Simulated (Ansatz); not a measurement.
Ansatz (an electronic-structure program) input (PBE0/def2-SVP):

Ansatz 0.2 input:
```yaml
crystal:
  periodic: [false, false, false]
  atoms:
    - {symbol: Co, position_ang: [0.00000000, 0.00000000, 0.00000000]}
    - {symbol: F, position_ang: [0.00000000, 0.00000000, 1.67326550]}
    - {symbol: F, position_ang: [-0.00000000, -0.00000000, -1.67326550]}
basis:
  gaussian:
    orbitals: def2-SVP
hamiltonian:
  xc: {name: PBE0}
total_charge: 1
magnetization: {spin_polarized: true, initial_magnetization: 4}
```

Output:

```
Functional definition: PBE0
integrals: 0.02 GiB planned
592 factors; integrals over basis functions are off by at most 5.7e-4 eV
mean field: 0.27 GiB planned
mean field evaluation 1: about -43024.5131 eV, gradient 4.3e1 eV
mean field evaluation 2: about -43018.4964 eV, gradient 6.2e1 eV
mean field evaluation 4: about -43030.2763 eV, gradient 3.4e0 eV
mean field evaluation 8: about -43030.4070 eV, gradient 2.4e-1 eV
mean field evaluation 16: about -43030.4072 eV, gradient 4.0e-4 eV
mean field -43030.40720732 eV, -1581.3382978113 hartree, gradient 4.4e-5 eV, S^2 6.009198; 0 other end points of the search recorded, 0 dependent functions left out
reference -43030.40725823 eV, -1581.3382996823 hartree; 24, 20 occupied and 35, 39 virtual orbitals, 592 factors
Total energy: -43030.40725823 eV, -1581.3382996823 hartree
```

The spin state was set by rule; other spins were not relaxed.
